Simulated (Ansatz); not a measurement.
`CBO[SiH2]C` at its PBE0-D4/def2-TZVP geometry, where that method's forces vanish. Total charge 0; spin multiplicity 1.

```xyz
14

C    -2.1993   -1.5071    0.6060
B    -0.7874   -1.2277    0.0027
O    -0.0367   -0.1938    0.4510
Si    1.4681    0.3607    0.0296
C     1.3230    2.1118   -0.5707
H    -2.4910   -0.7996    1.3842
H    -2.2337   -2.5215    1.0203
H    -2.9566   -1.4955   -0.1862
H    -0.3369   -1.9256   -0.8753
H     2.0432   -0.5219   -1.0217
H     2.3163    0.2903    1.2471
H     0.7059    2.1677   -1.4704
H     2.3112    2.5132   -0.8110
H     0.8738    2.7488    0.1945
```

Question: What forces (eV/Å) does r2SCAN-D4/def2-TZVPP give on these atoms in Ansatz 0.2.0? (Estimate.)

Answer: Ansatz gave: 
```
C1   0.016  0.016  0.005
B2  -0.115 -0.166 -0.074
O3   0.057  0.128  0.072
Si4  0.073  0.007 -0.009
C5   0.014 -0.022  0.010
H6  -0.004 -0.017 -0.011
H7  -0.016  0.019 -0.014
H8   0.006 -0.014  0.023
H9  -0.005  0.008  0.010
H10 -0.002  0.020  0.019
H11 -0.014  0.003 -0.025
H12  0.013  0.012  0.017
H13 -0.032  0.007  0.000
H14  0.009 -0.002 -0.024
```
